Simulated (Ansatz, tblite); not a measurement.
Removing and adding an electron: the cluster Al6As (the lowest doublet isomer of a short search). The state is a doublet with charge 0. Geometry: PBE0-D4/def2-SVP. Ansatz, gas phase; energy differences of separate SCF runs; the oxidised species is a singlet (the triplet lies 0.39 eV higher at PBE0-D4/def2-TZVP); the reduced species is a triplet (the singlet lies 0.17 eV higher at PBE0-D4/def2-TZVPD).

```xyz
7

As   -0.904    1.690    1.569
Al   -0.942   -1.340   -1.271
Al   -0.923    1.224   -0.831
Al    1.331    0.741    0.719
Al   -0.963   -0.731    1.258
Al    1.177   -1.823    0.374
Al    1.224    0.239   -1.819
```

The xTB rows come from tblite. At PBE0-D4/def2-TZVPD a singlet of charge -1 lies 0.10 eV below the triplet, each at its own geometry. The structure comes from a short search, and lower isomers may exist.

(1) Estimate orbital energies and vertical ionisation energies and electron affinities at: GFN1-xTB; GFN2-xTB; PBE-D4/def2-TZVP; PBE-D4/def2-TZVPD; PBE0-D4/def2-TZVP; PBE0-D4/def2-TZVPD.

## Answers

(1) 
| level | −HOMO (eV) | vertical IE (eV) | −LUMO (eV) | vertical EA (eV) | HOMO–LUMO gap (eV) | IE − EA (eV) | remarks |
| --- | --- | --- | --- | --- | --- | --- | --- |
| GFN1-xTB | – | 8.26 | – | 3.60 | – | 4.66 | – |
| GFN2-xTB | – | 9.15 | – | 4.04 | – | 5.11 | – |
| PBE-D4/def2-TZVP | 4.36 | 6.35 | 3.82 | – | 0.53 | – | restricted SCF unstable in HF (+1 singlet) |
| PBE-D4/def2-TZVPD | 4.36 | – | 3.83 | 2.00 | 0.53 | – | – |
| PBE0-D4/def2-TZVP | 5.13 | 6.48 | 3.24 | – | 1.89 | – | restricted SCF unstable in HF (+1 singlet), spin-contaminated (⟨S²⟩ 0.95) (doublet) |
| PBE0-D4/def2-TZVPD | 5.13 | – | 3.24 | 2.07 | 1.89 | – | spin-contaminated (⟨S²⟩ 0.95) (doublet) |

Run but left out: HF/def2-SVP, MP2/def2-SVP, CCSD/def2-SVP, CCSD(T)/def2-SVP (doublet: ⟨S²⟩ 2.05, where a pure state has 0.75).   HOMO and LUMO are the levels of the spin that leaves or enters (xTB has no such levels and no spin-polarisation term). Other spin states of the ions may lie lower, which would lower the ionisation energy or raise the affinity. Raw xTB energy differences between charge states are shifted by several eV; the methods need an empirical correction for them.
